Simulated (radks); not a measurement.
Initial-state core-level shifts of neutral promethium when its valence configuration changes from [Xe] 4f5 6s2. Calculated with a radial shooting solver on a logarithmic mesh with Libxc functionals: scalar-relativistic Kohn-Sham, r2SCAN, spin-unpolarised, spherical densities, finite nucleus; meta-GGA in the generalised Kohn-Sham scheme; Fermi nuclear charge, rms radius 4.962 fm. Shifts are changes of the shell-averaged eigenvalues in eV (positive: less bound); the change of the density at the nucleus, which sets a Mossbauer isomer shift, is in e/bohr^3, on a base of 5.136e+05.

4f4.5 5d0.5 6s2: 2s -3.159; 3p -3.546; 4p -3.282; 5s -1.661; density at nucleus +13.31
4f5 5d2: 2s +1.442; 3p +1.363; 4p +1.435; 5s +1.763; density at nucleus -36.29
4f4.5 5d2.5: 2s -1.009; 3p -1.450; 4p -1.137; 5s +0.661; density at nucleus -27.46
4f5 6p2: 2s -2.343; 3p -2.308; 4p -2.332; 5s -2.451; density at nucleus -34.95
4f5 5d1 6s1: 2s +0.998; 3p +0.952; 4p +0.991; 5s +1.166; density at nucleus -20.21
4f4.5 6s0.5 6p2: 2s -6.441; 3p -6.787; 4p -6.543; 5s -4.992; density at nucleus -12.27
4f4.5 6s2 6p0.5: 2s -4.662; 3p -5.023; 4p -4.772; 5s -3.193; density at nucleus +17.40
4f5 5d0.5 6s1.5: 2s +0.597; 3p +0.574; 4p +0.593; 5s +0.671; density at nucleus -11.15
